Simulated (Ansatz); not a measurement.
One change: `C=NB(C)F` becomes `BCB(C)F`.

Ansatz, PBE0-D4/def2-TZVP geometries, multiplicity 1. Each molecule was computed in one conformer, which needn't be the lowest.

| property | `C=NB(C)F` |
| --- | --- |
| HOMO–LUMO gap (ωB97M-V/def2-TZVPP) / eV | 11.04 |
| HOMO energy (PBE0/def2-TZVPP) / eV | -7.53 |
| size of the dipole moment (PBE/def2-TZVPP) / D | 2.35 |
| HOMO–LUMO gap (PBE0/def2-TZVPP) / eV | 6.48 |
| HOMO–LUMO gap (PBE/def2-TZVPP) / eV | 3.98 |
| LUMO energy (ωB97M-V/def2-TZVPP) / eV | 1.21 |

Question: What does the change do to each property? (An estimate is asked.)

Answer: The calculation gave: 
```json
{"property": "HOMO–LUMO gap (ωB97M-V/def2-TZVPP) / eV", "`BCB(C)F`": "11.36", "shift": "0.32"}
{"property": "HOMO energy (PBE0/def2-TZVPP) / eV", "`BCB(C)F`": "-8.74", "shift": "-1.21"}
{"property": "size of the dipole moment (PBE/def2-TZVPP) / D", "`BCB(C)F`": "1.37", "shift": "-0.98"}
{"property": "HOMO–LUMO gap (PBE0/def2-TZVPP) / eV", "`BCB(C)F`": "7.11", "shift": "0.63"}
{"property": "HOMO–LUMO gap (PBE/def2-TZVPP) / eV", "`BCB(C)F`": "4.72", "shift": "0.74"}
{"property": "LUMO energy (ωB97M-V/def2-TZVPP) / eV", "`BCB(C)F`": "0.32", "shift": "-0.89"}
```

With PBE0 the HOMO falls by 1.21 eV and the LUMO falls by 0.57 eV, so the gap widens by about 0.64 eV. PBE moves the HOMO by -1.16 eV and ωB97M-V by -1.20 eV. Dipoles are sizes alone; their direction can turn.
